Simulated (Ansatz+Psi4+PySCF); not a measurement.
# doublet Be(+): levels of theory in one basis

A single Be atom.

Basis set: cc-pCVTZ (spherical functions). All electrons are correlated. Correlation on ROHF uses semicanonical orbitals with singles. Charge 1, multiplicity 2.

Computed with Ansatz (development build ahead of 0.2.0) and Psi4 1.11; each method stands on the lowest determinant of its kind that the runs found.

| method | E − E(ROHF) (eV) | <S²> of the determinant |
| --- | --- | --- |
| ROHF | 0.00 | 0.75 |
| UHF | 0.00 | 0.75 |

(1) What does ROHF-MP2 give on the same scale?

Results:

(1) -1.08 eV.
